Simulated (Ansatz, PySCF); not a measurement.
Species: chloro tellurohypochlorite, TeCl2 (charge 0, singlet). SMILES: Cl[Te]Cl
Geometry from a B3LYP-D3(BJ)/def2-TZVP (Ansatz, a program for electronic structure) optimisation:
```xyz
3

Te     0.0013    -0.0066     0.6001
Cl     1.1468     1.3851    -0.9052
Cl    -1.1508    -1.3649    -0.9305
```
Charge 0, spin multiplicity 1.

Property: atomisation energy (electronic, to ground-state atoms), in kJ/mol. Cores are frozen in the correlated levels unless marked. UHF or UKS for open shells. No spin-orbit coupling. Frozen are the shells of the preceding noble gas and the d and f shells that filled before the atom's block. In def2 rows, elements after Kr have scalar-relativistic effective core potentials. STO-3G rows are all-electron and non-relativistic. The coupled-cluster limit lacks core correlation, which all-electron functionals hold. CBS(X,Y): correlation extrapolated as X^-3; Hartree-Fock from the larger set.

| level | program | atomisation energy (kJ/mol) |
|---|---|---|
| HF-D3(BJ)/def2-TZVPD | PySCF + dftd3 | 338.9 |
| PBE/def2-TZVPD | Ansatz | 584.6 |
| BP86-D4/def2-TZVPD | PySCF + dftd4 | 588.9 |
| TPSS-D4/def2-TZVPD | PySCF + dftd4 | 577.5 |
| M06-L-D4/def2-TZVPD | PySCF + dftd4 | [?] |
| r2SCAN-D4/def2-TZVPD | Ansatz + dftd4 | 552.0 |
| PBE0/STO-3G | Ansatz | 581.4 |
| PBE0-D3(BJ)/def2-TZVPD | Ansatz + dftd3 | 552.2 |
| r2SCANh/def2-TZVPD | Ansatz | 534.9 |
| r2SCAN0/def2-TZVPD | Ansatz | 513.6 |
| M06-2X/def2-TZVPD | PySCF | 492.4 |
| CAM-B3LYP/def2-TZVPD | Ansatz | 510.7 |
| B2GP-PLYP-D4/def2-TZVPD | Ansatz + dftd4 | 518.2 |
| B2PLYP-D3(BJ)/def2-TZVPD | Ansatz + dftd3 | 529.5 |
| SCS-MP2/STO-3G | Ansatz | 414.2 |
| SCS-MP2/def2-SVPD | Ansatz | 441.6 |
| SCS-MP2/def2-QZVPP | Ansatz | 535.5 |
| CCSD/def2-SVPD | Ansatz | [?] |
| CCSD(T)/CBS(def2-TZVPP,def2-QZVPP) | Ansatz | [?] |

Task: What belongs in the gaps?

Result: 
- M06-L-D4/def2-TZVPD, atomisation energy (kJ/mol): 595.8
- CCSD/def2-SVPD, atomisation energy (kJ/mol): 414.6
- CCSD(T)/CBS(def2-TZVPP,def2-QZVPP), atomisation energy (kJ/mol): 544.0
